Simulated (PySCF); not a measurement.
## Excitation energy of P⁺ by level of theory

P⁺ [Ne] 3s2 3p2 (3P) → P⁺ [Ne] 3s1 3p2 3d1 (high-spin determinant), as a difference of total energies. Computed with PySCF 2.14 in aug-cc-pCVTZ-DK with one added diffuse shell each of s, p, d, f type (9s8p6d4f, 91 functions), with the spin-free X2C one-electron Hamiltonian (Gaussian nucleus). Correlated levels: valence: [Ne] frozen; valence and next inner shell: 1s2 frozen; nothing frozen. The calculations carry no spin-orbit coupling.

| method | excitation energy (cm⁻¹) |
| --- | --- |
| UHF | 131850 |
| PBE | 136640 |
| LC-wPBE | 140080 |
| TPSS | 136870 |
| MP2 (valence) | 140550 |
| SCS-MP2 (valence) | 144800 |
| MP2 (valence and next inner shell) | 142040 |
| SCS-MP2 (valence and next inner shell) | 145920 |
| MP2 (all electrons) | 142000 |
| SCS-MP2 (all electrons) | 145900 |

A first-order spin-orbit estimate (lowest level to lowest level, LS coupling) adds 0.008 eV.

The promoted electron is Rydberg-like, and one or two diffuse shells describe it only roughly, which tends to raise the upper state.

The determinant of the upper state mixes LS terms, which raises its energy above the lowest term, most at the Hartree-Fock and MP2 levels.
